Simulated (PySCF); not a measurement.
Screening by computed properties: pick the candidate that meets the target.

All species are isolated and taken at one optimised geometry, non-relativistic unless stated; the electronic structure was computed with PySCF and density fitting.

The conformers computed, where there is a choice (atom-mapped SMILES and torsion angles):
- `[CH3:1][C:2](=[S:3])[O:4][SiH2:5][SiH2:6][SiH3:7]`: C1–C2–O4–Si5 180°, C2–O4–Si5–Si6 -178°, O4–Si5–Si6–Si7 25°
- `[CH3:1][C@@H:2]([SH:3])[C@@H:4]1[CH2:5][CH2:6][SiH2:7]1`: C1–C2–C4–C5 177°, H–S3–C2–C1 66°
- `[CH3:1][C:2](=[S:3])[SiH2:4][SiH2:5][O:6][SiH3:7]`: C1–C2–Si4–Si5 -84°, C2–Si4–Si5–O6 18°, Si4–Si5–O6–Si7 -80°
- `[SiH3:1][CH2:2][CH2:3][SiH2:4][CH2:5][SiH3:6]`: Si1–C2–C3–Si4 179°, C2–C3–Si4–C5 180°, C3–Si4–C5–Si6 178°

The conformers of `O=CN[SiH2]O[SiH](O)O`, `NC(=O)[SiH2]O[SiH](O)O` and `C=CCC[Si@@H](N)S` aren't listed.

**Question.** Wanted: static isotropic polarisability below 100 au (B3LYP/def2-SVPD) and HOMO–LUMO gap above 6.5 eV (B3LYP/def2-SVPD), at GFN2-xTB geometries. Which candidate meets both?
A. `[SiH3]CC[SiH2]C[SiH3]`
B. `O([SiH2][SiH2]C(=S)C)[SiH3]`
C. `O=CN[SiH2]O[SiH](O)O`
D. `[SiH2](O[SiH](O)O)C(N)=O`
E. `C[C@@H](S)[C@@H]1CC[SiH2]1`
F. `C=CCC[Si@@H](N)S`
G. `CC(=S)O[SiH2][SiH2][SiH3]`

**Answer.** C. Computed values:
```csv
species,static isotropic polarisability,HOMO–LUMO gap
O=CN[SiH2]O[SiH](O)O,80.5 au,7.29 eV
[SiH2](O[SiH](O)O)C(N)=O,83.3 au,6.44 eV
C=CCC[Si@@H](N)S,105.3 au,6.62 eV
C[C@@H](S)[C@@H]1CC[SiH2]1,107.5 au,6.20 eV
[SiH3]CC[SiH2]C[SiH3],122.7 au,7.51 eV
O([SiH2][SiH2]C(=S)C)[SiH3],129.7 au,3.40 eV
CC(=S)O[SiH2][SiH2][SiH3],138.5 au,4.65 eV
```
